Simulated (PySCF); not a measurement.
## NMR data sheet: C$_{2}$H$_{13}$NO$_{2}$Si$_{3}$

```
Formula                               : C2H13NO2Si3
SMILES                                : CO[SiH](OC)N([SiH3])[SiH3]
InChI                                 : InChI=1S/C2H13NO2Si3/c1-4-8(5-2)3(6)7/h8H,1-2,6-7H3
Point group of the computed structure : C1
Degrees of unsaturation               : 0
Carbon signals                        : 1
Proton signals                        : 3
```

Atoms are numbered as in `[CH3:1][O:2][SiH:3]([O:4][CH3:5])[N:6]([SiH3:7])[SiH3:8]`; H(Xn) means a hydrogen on atom n.

[PySCF: structure optimised with PBE0-D3(BJ)/def2-SVP; shieldings: GIAO CAM-B3LYP/pcSseg-1; single conformer; relativity neglected; rapidly exchanging positions averaged; no solvent model]

References, each an isolated molecule treated in the same way: ¹H (31.33 ppm), ¹³C (182.45 ppm), ²⁹Si (343.41 ppm) vs TMS; ¹⁵N (267.29 ppm) vs NH3; ¹⁷O (338.55 ppm) vs H2O.

```tsv
carbon	δC, type	δH (multiplicity)	HMBC from (2–3 bonds)	span of the C tensor (ppm)
C1/C5	50.4, CH3	3.60 (s)	H(Si3)	76
```

Other nuclei:
```csv
atoms,nucleus,environment,δ (ppm),σ (ppm)
H(Si7)/H(Si8),¹H,hydrogen on a silicon bonded to N,4.56,26.76
H(Si3),¹H,"hydrogen on a silicon bonded to N, 2 O",4.46,26.87
Si3,²⁹Si,"silicon bonded to N, 2 O, H",-40.3,383.7
Si7/Si8,²⁹Si,"silicon bonded to N, 3 H",-51.8,395.3
N6,¹⁵N,nitrogen bonded to 3 Si,12.8,254.4
O2/O4,¹⁷O,"oxygen bonded to C, Si",30.5,308.0
```

Carbon types of the structure: 2 × CH3, leaving 7 H on heteroatoms. δC 50.4: methyl carbon bonded to O; deshielded by the electronegative neighbour. δH 4.56: hydrogen on a silicon bonded to N. δH 4.46: hydrogen on a silicon bonded to N, 2 O. δH 3.60: hydrogen on a methyl carbon bonded to O; its carbon carries O, which withdraws density.

Shifts are as computed, not scaled to solution data. Of 1211 compounds with measured shifts, 218 miss one by over three times the rms of a fit or turn the order of signals round; such compounds aren't used in these exercises. Experimental scales use liquid or dissolved standards, which lie at an offset from isolated NH3 (liquid NH3: subtract about 20 ppm) and H2O (liquid H2O: subtract about 36 ppm). Multiplicities follow the n + 1 count of equivalent neighbours, as no J values were calculated; m marks all less simple cases, F and P coupling included.
